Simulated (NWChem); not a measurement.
# C$_{3}$H$_{4}$Se; SMILES C#CC[SeH]

```xyz
8

C      0.5864     2.7877     0.0002
C     -0.1234     1.8067     0.0002
C     -0.9558     0.6229     0.0003
Se     0.1752    -0.9971     0.0006
H      1.2101     3.6625     0.0003
H     -1.5960     0.6015    -0.8937
H     -1.5959     0.6017     0.8944
H     -0.9722    -1.9202     0.0072
```
Atoms are numbered in this order, from 1.

Structure relaxed at the PBE0/def2-SVP level.

Spin-orbit effects, on the heavy nuclei and on their neighbours, are missing.

**Question.** Give the principal values of the shielding tensors (ppm) of C1, C2, C3, Se4 from Hartree-Fock/6-31G* (spherical d), GIAO (NWChem), with their diamagnetic and paramagnetic parts as GIAO splits them.

**Answer.** 
| atom | σ11 | σ22 | σ33 | isotropic | diamagnetic | paramagnetic |
|---|---|---|---|---|---|---|
| C1 | 65.9 | 67.6 | 248.3 | 127.3 | 280.5 | -153.2 |
| C2 | 38.8 | 43.1 | 307.0 | 129.6 | 258.0 | -128.3 |
| C3 | 176.2 | 196.8 | 202.5 | 191.8 | 249.2 | -57.4 |
| Se4 | 1605.4 | 1855.9 | 2533.8 | 1998.3 | 2995.5 | -997.1 |
